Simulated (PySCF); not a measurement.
BP86 on F (fluorine, neutral)

Configuration: [He] 2s2 2p5, 2P determinant. Computed with PySCF 2.14 in aug-cc-pVDZ (4s3p2d, 23 functions), with no relativity, point nucleus.

| Quantity | Value |
| --- | --- |
| Total energy | -99.7311 hartree |
| One-electron energy | -138.9758 hartree |
| Hartree (Coulomb) energy | 49.5843 hartree |
| Exchange-correlation energy | -10.3396 hartree |
| Kinetic energy | 99.13864 hartree |
| ⟨S²⟩ | 0.7512 |
| ⟨L²⟩ | 2.007 |
| Sum of ⟨r⟩ | 7.892 bohr |
| Sum of ⟨r²⟩ | 10.74 bohr² |
| Traceless quadrupole moment −½Σ⟨3z² − r²⟩ along its main axis | 0.721 e·bohr² |
| Density at the nucleus (Gaussians lack the cusp) | 429 bohr⁻³ |
| Spin density at the nucleus | 0.151 bohr⁻³ |
| Langevin diamagnetic susceptibility | -8.50 ×10⁻⁶ cm³/mol |

```tsv
shell	electrons	mean orbital energy (hartree)	spread (hartree)	rms radius, mean of both spins (bohr)
1s α	1	-24.41621	0	0.205
1s β	1	-24.38816	0	0.205
2s α	1	-1.13285	0	1.11
2s β	1	-1.06149	0	1.11
2p α	3	-0.43907	0.08752	1.28
2p β	2	-0.38259	0	1.28
```
